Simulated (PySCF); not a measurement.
Which element holds Cl most strongly?

PBE0 in PySCF with def2-TZVPP on every atom (core potentials on In, Sn, Sb), for the lowest determinant that a PBE0 search found; no spin–orbit coupling. D0 is De less the harmonic zero-point energy.

```tsv
M	state (unpaired electrons)	Re (Å)	ωe (cm⁻¹)	D0(MCl) (eV)
Al	singlet (closed shell)	2.146	474	5.13
Ga	singlet (closed shell)	2.216	367	4.82
B	singlet (closed shell)	1.718	841	5.28
C	doublet (π ↑)	1.645	892	4.34
Sb	triplet (π ↑↑)	2.338	375	3.18
In	singlet (closed shell)	2.414	313	4.56
Sn	doublet (π ↑)	2.368	350	3.93
```

Task: Order the elements by D0 and give the energy of SbCl + In → InCl + Sb.

Result: B > Al > Ga > In > C > Sn > Sb; ΔE = 3.18 − 4.56 = -1.38 eV at PBE0/def2-TZVPP. Close neighbours can swap at other levels.

These are scalar-relativistic numbers at best; spin–orbit coupling would shift them, the dissociation energy most. States were picked by a PBE0 search and need not be the measured ground states.
